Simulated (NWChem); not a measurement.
CH5BeNS; SMILES [NH2][Be][S]C

```xyz
9

Be     0.1795    -1.0477     0.0006
N     -0.2310    -2.4889     0.0016
H     -0.3855    -3.0581    -0.8242
H     -0.3894    -3.0549     0.8288
S      0.7229     0.7745    -0.0001
C     -0.8874     1.6489    -0.0051
H     -1.4746     1.4124    -0.9025
H     -0.6670     2.7249    -0.0087
H     -1.4767     1.4186     0.8926
```
Atoms are numbered in this order, from 1.

The geometry was optimised at PBE0/def2-SVP.

Give the principal values of the shielding tensors (ppm) of Be1, N2, S5, C6 from B3LYP/6-31G* (spherical d), GIAO (NWChem), with their diamagnetic and paramagnetic parts as GIAO splits them.


| atom | σ11 | σ22 | σ33 | isotropic | diamagnetic | paramagnetic |
|---|---|---|---|---|---|---|
| Be1 | 68.6 | 71.3 | 149.2 | 96.4 | 154.4 | -58.0 |
| N2 | 183.5 | 235.7 | 270.7 | 230.0 | 311.5 | -81.5 |
| S5 | 638.9 | 699.3 | 808.5 | 715.6 | 1057.1 | -341.5 |
| C6 | 171.1 | 172.5 | 194.3 | 179.3 | 251.9 | -72.6 |
